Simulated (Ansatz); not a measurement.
B2P2, relaxed as a singlet with RKS PBE0-D4/def2-TZVP in Ansatz, starting from the GFN2-xTB geometry. Force threshold 0.02 eV/Å.

The restricted singlet is unstable: a solution with broken spin symmetry lies lower. At PBE0-D4/def2-TZVP a triplet of charge 0 lies 0.87 eV below the restricted singlet, each at its own geometry. The structure comes from a short search, and lower isomers may exist.

Start:

```xyz
4

B     0.904    0.498    0.474
B    -0.591   -0.953   -0.179
P     0.537    0.001   -1.233
P    -0.850    0.455    0.938
```

```
        step  energy (eV)  largest force component (eV/Å)  SCF passes
           1  -19917.7076                           1.285          16
           2  -19917.8002                           0.471          21
           3  -19917.8598                           0.447          30
           4  -19917.9450                           0.823          42
           5  -19918.4756                           1.153          34
6 (rejected)  -19918.3148                           2.705          30
           7  -19918.6451                           0.476          27
           8  -19918.6593                           0.065          24
           9  -19918.6595                           0.005          23
```

Force components are those of the run's own axes.

End:

```csv
atom,x (Å),y (Å),z (Å)
B1,0.574,0.557,0.250
B2,-0.574,-0.557,-0.250
P3,0.865,-0.285,-1.350
P4,-0.865,0.285,1.350
```

Bonds formed: B1–B2 (atoms count from 1).

No frequencies were taken in this run, so the end may be a saddle point.

It took 7 s on 4 threads of Arm Neoverse V2 on a shared host.
